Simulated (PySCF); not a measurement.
# Interval between two levels of Pt by level of theory

Pt [Xe] 4f14 5d9 6s1 [3D3, M_J = 3] → Pt [Xe] 4f14 5d10, as a difference of total energies. Computed with PySCF 2.14 in x2c-TZVPall-2c (11s11p10d2f, 108 functions), with the two-component X2C-1e Hamiltonian. Correlated levels: [Kr] 4d10 4f14 frozen; the 34 highest virtual spinors dropped. "Screened" scales the spin-orbit matrix elements by Boettger's factors to mimic the two-electron term; Breit and QED terms are absent.

```csv
method,interval between two levels (cm⁻¹)
GHF (screened spin-orbit),11602
GMP2 (screened spin-orbit),7665.9
```

Errors of the correlated levels include the incompleteness of this basis and the frozen core.

The labels give the starting determinants; with spin-orbit coupling the two ends relaxed to ⟨J²⟩ = 12.04, ⟨L²⟩ = 6.20, ⟨S²⟩ = 2.18 and ⟨J²⟩ = 0.00, ⟨L²⟩ = 0.18, ⟨S²⟩ = 0.18.

For comparison: 6140.2 cm⁻¹ (measured; NIST Handbook of Basic Atomic Spectroscopic Data (Sansonetti and Martin, J. Phys. Chem. Ref. Data 34, 1559 (2005))).
